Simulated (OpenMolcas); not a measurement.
Ti2+ (d2) among equal point charges was computed by CASSCF with the d shell active (OpenMolcas, ANO-RCC-VDZP on the metal). Its lowest spin-free states, and all those of the highest spin:

```json
{"2S+1": "3", "Degeneracy": "1", "E (cm-1)": "0.0"}
{"2S+1": "3", "Degeneracy": "2", "E (cm-1)": "8372"}
{"2S+1": "1", "Degeneracy": "2", "E (cm-1)": "9456"}
{"2S+1": "3", "Degeneracy": "2", "E (cm-1)": "10253"}
{"2S+1": "1", "Degeneracy": "1", "E (cm-1)": "14930"}
{"2S+1": "1", "Degeneracy": "2", "E (cm-1)": "17940"}
{"2S+1": "1", "Degeneracy": "2", "E (cm-1)": "22493"}
{"2S+1": "3", "Degeneracy": "2", "E (cm-1)": "24901"}
{"2S+1": "3", "Degeneracy": "2", "E (cm-1)": "27894"}
{"2S+1": "1", "Degeneracy": "2", "E (cm-1)": "29735"}
{"2S+1": "3", "Degeneracy": "1", "E (cm-1)": "30077"}
{"2S+1": "1", "Degeneracy": "2", "E (cm-1)": "35036"}
```

Problem. Is the site octahedral, tetrahedral or cube-like, axial, or of lower symmetry?

Solution. The states with 2S+1 = 3 have orbital degeneracies 1, 2, 2, 2, 2, 1. There are pairs but no triples, so the site is axial: not cubic, but with a proper or improper axis of order three or more. The run had Ti2+ among 5 point charges of -2.6 e arranged as a trigonal bipyramid (D3h), 1.82 Å from the ion, with the axial distance 2.020 Å. The active orbitals were held to one l.

Without dynamic correlation the repulsion within the d shell is too large (B by tens of per cent), so at a given field states of lower spin stand too high. This is an electrostatic model: the charges have no orbitals. An unlabelled pair can be two single states that coincide in this model. No measured value stands beside these numbers.
